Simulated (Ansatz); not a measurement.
Li₄H⁺. The state is a triplet with charge 1. Geometry PBE0-D4/def2-TZVP; atoms count from 1.

```xyz
5

Li   -1.2305    0.0521   -0.7538
Li    0.4025    2.4191   -0.0399
Li   -0.4439   -0.5867    1.7836
Li    1.3353   -0.8902   -1.0595
H    -0.0635   -0.9942    0.0696
```

At PBE0-D4/def2-TZVP a singlet of charge 1 lies 0.73 eV below the triplet, each at its own geometry. The structure comes from a short search, and lower isomers may exist.

Estimate the Mulliken populations from the PBE0/def2-TZVP orbitals of Ansatz.


| atom | charge (e) | spin (α − β) |
| --- | --- | --- |
| Li1 | 0.21 | 0.57 |
| Li2 | 0.36 | 0.66 |
| Li3 | 0.53 | 0.38 |
| Li4 | 0.52 | 0.39 |
| H5 | -0.61 | 0.01 |
Mulliken values depend strongly on the basis.

Where does the spin sit?

Summed by element: Li 1.99, H 0.01, of 2 unpaired in all. Largest on single atoms: Li2 0.66, Li1 0.57, Li4 0.39.

And the Mayer bond orders between heavy atoms (over 0.3)?

Li1–Li2 0.40 (2.96 Å).
